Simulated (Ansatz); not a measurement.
Task: Predict a relaxed structure of dimethylphenylsulfonium mesylate, `CS(=O)(=O)[O-].C[S+](C)c1ccccc1`, charge 0, singlet, at PBE0-D4/def2-SVP (Ansatz).

Result: 
```
atom    x (Å)    y (Å)    z (Å)
  C1  -1.5369  -3.3800   1.2881
  S2  -0.6044  -1.9615   0.7357
  O3  -0.2982  -1.1791   1.9671
  O4   0.5697  -2.4806   0.0273
  O5  -1.5681  -1.2095  -0.1449
  H6  -2.4338  -3.0289   1.8137
  H7  -1.8121  -3.9732   0.4068
  H8  -0.8969  -3.9648   1.9611
  C9  -1.0652   2.9940  -0.9128
 S10  -1.2764   1.2223  -0.5699
 C11  -1.6829   1.3000   1.1795
 C12   0.4210   0.7041  -0.6789
 C13   0.7651   0.0140  -1.8378
 C14   2.0748  -0.4247  -1.9896
 C15   3.0077  -0.1975  -0.9810
 C16   2.6380   0.4719   0.1831
 C17   1.3344   0.9295   0.3456
 H18  -0.7441   3.0880  -1.9587
 H19  -2.0434   3.4787  -0.7838
 H20  -0.3167   3.4436  -0.2465
 H21  -2.7775   1.2377   1.2329
 H22  -1.2276   0.4038   1.6567
 H23  -1.3181   2.2425   1.6080
 H24   0.0051  -0.2172  -2.5861
 H25   2.3564  -0.9820  -2.8850
 H26   4.0288  -0.5690  -1.0919
 H27   3.3619   0.6195   0.9870
 H28   1.0393   1.4184   1.2745
```
 This is one stationary point.

In the singlet geometry the species has come apart into loosely held pieces.
